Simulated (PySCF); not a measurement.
## Bond length, frequency and bond energy of BeBr by level of theory

State: ²Σ⁺ (doublet), unpaired electrons σ ↑. Set-up: Be 6-31G(d,p), Br 6-31G(d,p); no relativity (PySCF 2.14). De refers to Be + Br in their high-spin ground configurations, without counterpoise correction. The functionals are run spin-unrestricted. A positive dipole means Be(−)Br(+).

```tsv
Level	Re (Å)	ωe (cm⁻¹)	De (eV)	μ (D)
UHF	1.980	723	3.17	-1.38
UHF-MP2	1.962	743	3.61	n/a
UHF-SCS-MP2	1.965	737	3.36	n/a
UHF-CCSD	1.964	738	3.01	n/a
UHF-CCSD(T)	1.964	737	3.08	n/a
PBE	1.978	700	3.73	-0.84
PW91	1.978	700	3.77	-0.85
r²SCAN	1.974	712	3.93	-1.00
PBE0	1.968	718	3.70	-0.99
MN15	1.969	710	3.46	-1.39
B2PLYP	1.969	721	3.49	-1.16
```

**Question.** Which functional lies closest to UHF-CCSD(T) in De, which farthest, and by how much do they differ from it?

**Answer.** Closest is MN15 (+0.5 pm in Re, -3.7 % in ωe, +0.38 eV in De against UHF-CCSD(T) in the same basis), farthest r²SCAN (+1.0 pm in Re, -3.4 % in ωe, +0.85 eV in De). CCSD(T) converges more slowly with the basis than the functionals do and binds too weakly in this one, so the order can change at the basis-set limit.

**Question.** What does a quarter of exact exchange do here, going from PBE to PBE0?

**Answer.** PBE0 less PBE: -1.0 pm in Re, +2.6 % in ωe, -0.03 eV in De. Exact exchange removes part of the self-interaction that spreads semilocal densities, and in most molecules shortens and stiffens the bond and lowers De; so it does here.

**Question.** What does the step from GGA to meta-GGA do here, going from PBE to r²SCAN?

**Answer.** r²SCAN less PBE: -0.4 pm in Re, +1.7 % in ωe, +0.20 eV in De. 

Correlated steps freeze 9 core orbitals. Correlated levels converge slowly with the basis: in double zeta they bind strong bonds too weakly, by up to about 1 eV, and carry superposition errors of some tenths. Spin–orbit coupling is left out. B2PLYP dipoles, levels and charges come from its SCF part alone. The state is the lowest determinant that a PBE0 search found; another state may lie lower at other levels.
